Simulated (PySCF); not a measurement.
2-fluorocyclopent-2-en-1-one (C5H5FO), SMILES FC1C(=O)CCC=1. Geometry optimised at PBE0-D3(BJ)/def2-SVP. The values are those of a single conformer.

Computed equilibrium geometry at PBE0-D3(BJ)/def2-SVP (PySCF confirms it by a frequency run) as Cartesian coordinates in Å, and its point group (one conformer of several):
point group Cs.
```xyz
12

O      1.7565    -1.0517     0.0000
C      0.8495    -0.2601     0.0000
C      0.9398     1.2580     0.0000
C     -0.5078     1.7693     0.0000
C     -1.3535     0.5310     0.0000
C     -0.5993    -0.5755     0.0000
F     -1.0161    -1.8239     0.0000
H      1.5145     1.5810     0.8814
H      1.5145     1.5810    -0.8814
H     -0.7313     2.3953     0.8802
H     -0.7313     2.3953    -0.8802
H     -2.4452     0.5403     0.0000
```
